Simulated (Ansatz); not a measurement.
Ansatz (a quantum-chemistry and plane-wave program) input:

Ansatz 0.2 input:
```yaml
crystal:
  periodic: [false, false, false]
  atoms:
    - {symbol: Ta, position_ang: [0.65967430, -0.24623403, 0.01176553]}
    - {symbol: O, position_ang: [1.36412049, 0.04232104, -1.52187224]}
    - {symbol: Br, position_ang: [-1.68769108, 0.50390045, 0.32331699]}
basis:
  gaussian:
    orbitals: def2-SVPD
magnetization: {spin_polarized: true, initial_magnetization: 2}
correlation: {method: ccsd_t, electrons: outside_noble_gas}
output: {forces: true}
```

**Question.** Which total energy does the run end on?

**Answer.** -2703.81521 Eh (CCSD(T)/def2-SVPD). The basis has 99 functions.

The spin state was set by rule; other spins were not relaxed.
